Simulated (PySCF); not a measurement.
W(O)2(SH)2 (H2O2S2W), SMILES [O]=[W]([SH])([SH])=[O], multiplicity 1.

Coordinates come from a PBE-D3(BJ)/def2-SVP optimisation. The spin state was assumed, not searched. The structure was generated by enumeration; whether it is a known compound was not checked. The def2 effective core potentials stand for the cores of W; spin–orbit coupling is left out. One conformer was computed; it need not be the lowest.

These are PBE-D3(BJ)/def2-SVP in PySCF values and carry that method's errors.

Frequencies are harmonic and unscaled.

List the normal modes with their intensities. (The exact figures need the calculation; the answer reports its results.)


| mode | ν (cm⁻¹) | IR (km/mol) | moving atoms (share of kinetic energy) |
|---|---|---|---|
| 1 | 112 | 0.2 | S 81 %, W 13 % |
| 2 | 139 | 2.0 | O 44 %, S 33 %, W 19 % |
| 3 | 157 | 8.2 | O 55 %, H 28 %, S 16 % |
| 4 | 194 | 7.8 | O 73 %, S 17 %, W 8 % |
| 5 | 269 | 12.4 | H 63 %, O 30 % |
| 6 | 275 | 22.7 | H 93 % |
| 7 | 295 | 1.0 | O 74 %, S 18 % |
| 8 | 385 | 43.4 | S 69 %, W 25 % |
| 9 | 387 | 5.8 | S 69 %, W 14 %, O 13 % |
| 10 | 605 | 7.8 | H 93 % |
| 11 | 608 | 28.1 | H 92 % |
| 12 | 959 | 114.4 | O 88 %, W 11 % |
| 13 | 989 | 63.1 | O 94 % |
| 14 | 2594 | 11.9 | H 97 % |
| 15 | 2594 | 2.1 | H 97 % |
